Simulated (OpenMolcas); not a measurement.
A ladder of methods for CH3ClF2Si (SMILES C[Si](F)(F)Cl)

The species is CH3ClF2Si (8 atoms), meant as a singlet with charge 0. As SMILES, `C[Si](F)(F)Cl`. The coordinates come from a PBE0-D4/def2-TZVP relaxation.

Each level gives the vertical ionisation energy (to the doublet cation) (eV). The values are calculated.

```tsv
level	kind	program	value (eV)	CPU time (all runs)
HF/def2-SVP	Hartree–Fock	OpenMolcas	11.66	27 s
SVWN5/def2-SVP	LDA	OpenMolcas	11.63	72 s
revPBE/def2-SVP	GGA	OpenMolcas	11.42	65 s
M06-L/def2-SVP	meta-GGA	OpenMolcas	11.88	99 s
TPSS/def2-SVP	meta-GGA	OpenMolcas	11.56	1.9 min
r2SCAN/def2-SVP	meta-GGA	OpenMolcas	11.79	96 s
BHLYP/def2-SVP	global hybrid	OpenMolcas	12.20	64 s
M06-2X/def2-SVP	hybrid meta-GGA	OpenMolcas	12.26	84 s
```

The values span 11.42 to 12.26 eV. CPU times are rough (shared hosts, several kinds of processor and program).
